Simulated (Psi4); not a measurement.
Psi4 input (wB97X-D/6-31G*):

```
memory 1500 MB

molecule {
-1 1
C    -2.41258030   -0.01888964   -0.05731211
C    -0.93801091    0.30083308   -0.04676144
C    -0.05226916   -0.70089223    0.05439762
Cl    1.73554293    0.08710432    0.03538939
H    -2.90761299    0.31745366   -0.98009618
H    -2.95041684    0.45692304    0.77578377
H    -2.55399749   -1.09976569    0.02509439
H    -0.67504020    1.35830825   -0.12434605
symmetry c1
no_reorient
no_com
}

set {
  basis 6-31G*
  reference rks
  scf_type pk
  dft_radial_points 99
  dft_spherical_points 590
  e_convergence 1e-8
  d_convergence 1e-7
  maxiter 150
}

e = energy('wb97x-d')
print_out(f'\nFINAL {e:.10f} DIPOLE {variable("CURRENT DIPOLE")[0]:.6f} {variable("CURRENT DIPOLE")[1]:.6f} {variable("CURRENT DIPOLE")[2]:.6f}\n')
```

From the output:

```
      51A      1.368339    52A      1.460389    53A      1.616769
      54A      1.701112    55A      1.836729    56A      2.037481
      57A      2.085806    58A      2.129231    59A      2.243266
      60A      2.315509    61A      2.352097    62A      2.372093
      63A      2.582097    64A      2.593965    65A      2.736029
      66A      2.770064    67A      3.056866    68A      3.095957
      69A      4.393325    70A      4.474781    71A      4.582851
      72A      4.688749

    Final Occupation by Irrep:
              A
    DOCC [    20 ]
    NA   [    20 ]
    NB   [    20 ]

  @RKS Final Energy:  -576.80270319271801

   => Energetics <=

    Nuclear Repulsion Energy =            128.0141832329897511
    One-Electron Energy =               -1054.6669856840139801
    Two-Electron Energy =                 382.6912252688316016
    DFT Exchange-Correlation Energy =     -32.8392273498769285
    Empirical Dispersion Energy =          -0.0018986606484078
    VV10 Nonlocal Energy =                  0.0000000000000000
    Total Energy =                       -576.8027031927178996

Computation Completed

Properties will be evaluated at   0.000000,   0.000000,   0.000000 [a0]

Properties computed using the SCF density matrix

 Multipole Moments:

 ------------------------------------------------------------------------------------
     Multipole            Electronic (a.u.)      Nuclear  (a.u.)        Total (a.u.)
 ------------------------------------------------------------------------------------

 L = 1.  Multiply by 2.5417464519 to convert [e a0] to [Debye]
 Dipole X            :         -0.9746580            0.0000001           -0.9746579
 Dipole Y            :          0.7370203           -0.0000001            0.7370203
 Dipole Z            :         -0.0823011           -0.0000000           -0.0823011
 Magnitude           :                                                    1.2247164

 ------------------------------------------------------------------------------------

FINAL -576.8027031927 DIPOLE -0.974658 0.737020 -0.082301

*** Psi4 exiting successfully. Buy a developer a beer!
```

The dipole moment of an ion depends on the origin.

The geometry given is a B3LYP-D3(BJ)/def2-TZVP minimum.
